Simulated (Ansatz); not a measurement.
Input file for Ansatz (a first-principles code): R-CCSD(T)/aug-cc-pVDZ on H2O (SMILES O).

Ansatz 0.2 input:
```yaml
crystal:
  periodic: [false, false, false]
  atoms:
    - {symbol: O, position_ang: [-0.00000000, 0.00000000, 0.38961139]}
    - {symbol: H, position_ang: [0.00000000, 0.76498632, -0.19485569]}
    - {symbol: H, position_ang: [0.00000000, -0.76498632, -0.19485569]}
basis:
  gaussian:
    orbitals: aug-cc-pVDZ
magnetization: {spin_polarized: false}
correlation: {method: ccsd_t, electrons: outside_noble_gas}
scf: {lower_state_search: off}
```

It printed:

```
WARN ansatz: RAYON_NUM_THREADS=4 ignored (pool sized by the plan → 4); use --threads N
Functional definition: HF
these checks for a lower state are left out or cut short: stability, starts, cluster_reference, orbital_swaps, neighbouring_geometries, increment
integrals: 0.01 GiB planned
385 factors; integrals over basis functions are off by at most 7.8e-4 eV
mean field: 0.05 GiB planned
mean field evaluation 1: about -2067.3160 eV, gradient 3.3e1 eV
mean field evaluation 2: about -2067.3153 eV, gradient 3.3e1 eV
mean field evaluation 4: about -2069.1756 eV, gradient 1.5e0 eV
mean field evaluation 8: about -2069.1831 eV, gradient 5.8e-4 eV
mean field -2069.18314021 eV, -76.0410778601 hartree, gradient 2.0e-6 eV, S^2 0.000000; 0 other end points of the search recorded, 0 dependent functions left out
1 core orbitals not correlated
reference -2069.18314021 eV, -76.0410778601 hartree; 4, 4 occupied and 36, 36 virtual orbitals, 385 factors
second order -5.98039894 eV of doubles, -0.00000000 eV of singles
coupled cluster: 0.08 GiB planned
cycle   1  -6.03764713 eV  change   -5.7e-2 eV  update   5.2e-2
cycle   2  -6.15794961 eV  change   -1.2e-1 eV  update   1.4e-2
cycle   3  -6.19402489 eV  change   -3.6e-2 eV  update   7.0e-3
cycle   4  -6.19144904 eV  change    2.6e-3 eV  update   1.2e-3
cycle   5  -6.19116561 eV  change    2.8e-4 eV  update   4.0e-4
cycle   6  -6.19128432 eV  change   -1.2e-4 eV  update   1.1e-4
cycle   7  -6.19124098 eV  change    4.3e-5 eV  update   3.5e-5
cycle   8  -6.19123077 eV  change    1.0e-5 eV  update   9.9e-6
cycle   9  -6.19123088 eV  change   -1.1e-7 eV  update   3.4e-6
perturbative correction -0.14267324 eV, -0.0052431447 hartree
Total energy: -2075.51704433 eV, -76.2738445431 hartree
Checks for a lower state left out: stability, starts, cluster_reference, orbital_swaps, neighbouring_geometries, increment
```

Self-consistency was reached.

Cost: around 0.6 core-seconds (rough).
